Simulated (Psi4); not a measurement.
ClLi, triplet, at a GFN2-xTB geometry (such geometries of metal compounds can be far from the true shape) (a higher spin typed on purpose: for a closed-shell molecule this is an excited state); Psi4 1.11 with PBE/STO-3G.

The Psi4 input:
```
memory 2 GB

molecule mol {
0 3
Li   -0.000000   -0.000000   -2.119923
Cl    0.000000    0.000000    0.374104
}

set {
  basis sto-3g
  reference uks
  scf_type pk
  puream true
  d_convergence 1e-8
  dft_radial_points 99
  dft_spherical_points 590
}

energy('pbe')
print_variables()
```

Q: What does Psi4 print? Leave out banner, timings and long lists.

A: 
```
   => Loading Basis Set <=

    Name: STO-3G
    Role: ORBITAL
    Keyword: BASIS

         ---------------------------------------------------------
                                   SCF
               by Justin Turney, Rob Parrish, Andy Simmonett
                          and Daniel G. A. Smith
                              UKS Reference
         ---------------------------------------------------------

  ==> Geometry <==

    Molecular point group: c2v
    Full point group: C_inf_v

    Geometry (in Angstrom), charge = 0, multiplicity = 3:

       Center              X                  Y                   Z               Mass
    ------------   -----------------  -----------------  -----------------  -----------------
         LI           0.000000000000     0.000000000000    -2.077255248930     7.016003436600
         CL           0.000000000000     0.000000000000     0.416771751070    34.968852682000

  Running in c2v symmetry.

  Rotational constants: A = ************  B =      0.46378  C =      0.46378 [cm^-1]
  Rotational constants: A = ************  B =  13903.89215  C =  13903.89215 [MHz]
  Nuclear repulsion =   10.821068795233572

  Charge       = 0
  Multiplicity = 3
  Electrons    = 20
  Nalpha       = 11
  Nbeta        = 9

  ==> Algorithm <==

  SCF Algorithm Type is PK.
  DIIS enabled.
  MOM disabled.
  Fractional occupation disabled.
  Guess Type is SAD.
  Energy threshold   = 1.00e-06
  Density threshold  = 1.00e-08
  Integral threshold = 1.00e-12

  ==> Primary Basis <==

  Basis Set: STO-3G
    Blend: STO-3G
    Number of shells: 8
    Number of basis functions: 14
    Number of Cartesian functions: 14
    Spherical Harmonics?: true
    Max angular momentum: 1

  ==> DFT Potential <==

   => LibXC <=

    Version 7.1.2
    S. Lehtola, C. Steigemann, M. J. T. Oliveira, and M. A. L. Marques,  SoftwareX 7, 1–5 (2018) (10.1016/j.softx.2017.11.002)

   => Composite Functional: PBE <=

    PBE GGA Exchange-Correlation Functional

    J.P. Perdew et. al., Phys. Rev. Lett., 77(18), 3865-3868, 1996

    Deriv               =              1
    GGA                 =           TRUE
    Meta                =          FALSE

    Exchange Hybrid     =          FALSE
    MP2 Hybrid          =          FALSE

   => Exchange Functionals <=

    1.0000     XC_GGA_X_PBE

   => Correlation Functionals <=

    1.0000     XC_GGA_C_PBE

   => LibXC Density Thresholds  <==

    XC_GGA_C_PBE:  1.00E-12
    XC_GGA_X_PBE:  1.00E-15

   => Molecular Quadrature <=

    Radial Scheme          =       TREUTLER
    Pruning Scheme         =           NONE
    Nuclear Scheme         =       TREUTLER

    Blocking Scheme        =         OCTREE
    BS radius alpha        =              1
    Pruning alpha          =              1
    Radial Points          =             99
    Spherical Points       =            590
    Total Points           =         109324
    Total Blocks           =            956
    Max Points             =            256
    Max Functions          =             14
    Weights Tolerance      =       1.00E-15

  ==> Integral Setup <==

  Using in-core PK algorithm.
   Calculation information:
      Number of atoms:                   2
      Number of AO shells:               8
      Number of primitives:             24
      Number of atomic orbitals:        14
      Number of basis functions:        14

      Integral cutoff                 1.00e-12
      Number of threads:                 1

  Performing in-core PK
  Using 11130 doubles for integral storage.
  We computed 660 shell quartets total.
  Whereas there are 666 unique shell quartets.

  ==> DiskJK: Disk-Based J/K Matrices <==

    J tasked:                  Yes
    K tasked:                   No
    wK tasked:                  No
    Schwarz Cutoff:          1E-12

  Minimum eigenvalue in the overlap matrix is 4.4650344822E-01.
  Reciprocal condition number of the overlap matrix is 2.7608400815E-01.
    Using symmetric orthogonalization.

  ==> Pre-Iterations <==

  SCF Guess: Superposition of Atomic Densities via on-the-fly atomic UHF (no occupation information).

   -------------------------
    Irrep   Nso     Nmo
   -------------------------
     A1         8       8
     A2         0       0
     B1         3       3
     B2         3       3
   -------------------------
    Total      14      14
   -------------------------

  ==> Iterations <==

                        Total Energy        Delta E     RMS |[F,P]|

   @UKS iter SAD:  -462.10848607131442   -4.62108e+02   0.00000e+00
   @UKS iter   1:  -462.26498816895349   -1.56502e-01   5.28637e-03 DIIS/ADIIS
   @UKS iter   2:  -462.26859315482073   -3.60499e-03   1.66755e-03 DIIS/ADIIS
   @UKS iter   3:  -462.26906482383714   -4.71669e-04   4.19907e-05 DIIS
   @UKS iter   4:  -462.26906506036323   -2.36526e-07   2.16881e-06 DIIS
   @UKS iter   5:  -462.26906506102932   -6.66091e-10   1.09861e-07 DIIS
   @UKS iter   6:  -462.26906506103086   -1.53477e-12   3.03634e-09 DIIS
  Energy and wave function converged.

  ==> Post-Iterations <==

   Electrons on quadrature grid:
      Nalpha   =   11.0000004248 ; deviation = 4.248e-07
      Nbeta    =    9.0000003626 ; deviation = 3.626e-07
      Ntotal   =   20.0000007873 ; deviation = 7.873e-07

   @Spin Contamination Metric:   1.023904318E-04
   @S^2 Expected:                2.000000000E+00
   @S^2 Observed:                2.000102390E+00
   @S   Expected:                1.000000000E+00
   @S   Observed:                1.000000000E+00

    Orbital Energies [Eh]
    ---------------------

    Alpha Occupied:

       1A1   -99.744493     2A1    -9.097724     1B2    -6.956876
       3A1    -6.934859     1B1    -6.931301     4A1    -1.738493
       5A1    -0.763636     2B2    -0.375225     6A1    -0.330905
       2B1    -0.311571     7A1    -0.051534

    Alpha Virtual:

       3B2     0.017459     3B1     0.020642     8A1     0.086265

    Beta Occupied:

       1A1   -99.740363     2A1    -9.092214     1B2    -6.942913
       3A1    -6.931520     1B1    -6.928312     4A1    -1.724952
       5A1    -0.721610     6A1    -0.311461     2B1    -0.292786

    Beta Virtual:

       2B2    -0.289570     7A1     0.011978     3B1     0.068954
       3B2     0.070500     8A1     0.129940

    Final Occupation by Irrep:
             A1    A2    B1    B2
    DOCC [     6,    0,    2,    1 ]
    SOCC [     1,    0,    0,    1 ]
    NA   [     7,    0,    2,    2 ]
    NB   [     6,    0,    2,    1 ]

  @UKS Final Energy:  -462.26906506103086

   => Energetics <=

    Nuclear Repulsion Energy =             10.8210687952335718
    One-Electron Energy =                -659.2017845284788109
    Two-Electron Energy =                 215.8516202383709981
    DFT Exchange-Correlation Energy =     -29.7399695661565957
    Empirical Dispersion Energy =           0.0000000000000000
    VV10 Nonlocal Energy =                  0.0000000000000000
    Total Energy =                       -462.2690650610308580

  UHF NO Occupations:
  HONO-2 :    6 A1 1.9999556
  HONO-1 :    2 B2 1.0000000
  HONO-0 :    7 A1 1.0000000
  LUNO+0 :    8 A1 0.0000444
  LUNO+1 :    3 B1 0.0000068
  LUNO+2 :    3 B2 0.0000000

Computation Completed

Properties will be evaluated at   0.000000,   0.000000,   0.000000 [a0]

Properties computed using the SCF density matrix

 Multipole Moments:

 ------------------------------------------------------------------------------------
     Multipole            Electronic (a.u.)      Nuclear  (a.u.)        Total (a.u.)
 ------------------------------------------------------------------------------------

 L = 1.  Multiply by 2.5417464519 to convert [e a0] to [Debye]
 Dipole X            :          0.0000000            0.0000000            0.0000000
 Dipole Y            :          0.0000000            0.0000000            0.0000000
 Dipole Z            :         -0.2241223            1.6126054            1.3884831
 Magnitude           :                                                    1.3884831

 ------------------------------------------------------------------------------------

  Variable Map:
  ----------------------------------------------------------------------------
  "CURRENT ENERGY"              =>    -462.269065061031
  "CURRENT REFERENCE ENERGY"    =>    -462.269065061031
  "DD SOLVATION ENERGY"         =>       0.000000000000
  "DFT FUNCTIONAL TOTAL ENERGY" =>    -462.269065061031
  "DFT TOTAL ENERGY"            =>    -462.269065061031
  "DFT VV10 ENERGY"             =>       0.000000000000
  "DFT XC ENERGY"               =>     -29.739969566157
  "GRID ELECTRONS ALPHA"        =>      11.000000424757
  "GRID ELECTRONS BETA"         =>       9.000000362578
  "GRID ELECTRONS TOTAL"        =>      20.000000787335
  "NUCLEAR REPULSION ENERGY"    =>      10.821068795234
  "ONE-ELECTRON ENERGY"         =>    -659.201784528479
  "PCM POLARIZATION ENERGY"     =>       0.000000000000
  "PE ENERGY"                   =>       0.000000000000
  "SCF ITERATION ENERGY"        =>    -462.269065061031
  "SCF ITERATIONS"              =>       6.000000000000
  "SCF TOTAL ENERGY"            =>    -462.269065061031
  "TWO-ELECTRON ENERGY"         =>     215.851620238371
  "XC GRID RADIAL POINTS"       =>      99.000000000000
  "XC GRID SPHERICAL POINTS"    =>     590.000000000000
  "XC GRID TOTAL POINTS"        =>  109324.000000000000

  Array Variable Map:
  ----------------------------------------------------------------------------
  "CURRENT DIPOLE"              =>       0.000000000000 ... 1.388483100755 1 by 3
  "SCF DIPOLE"                  =>       0.000000000000 ... 1.388483100755 1 by 3
  "SCF TOTAL ENERGIES"          =>    -462.108486071314 ... -462.269065061031 1 by 7
```
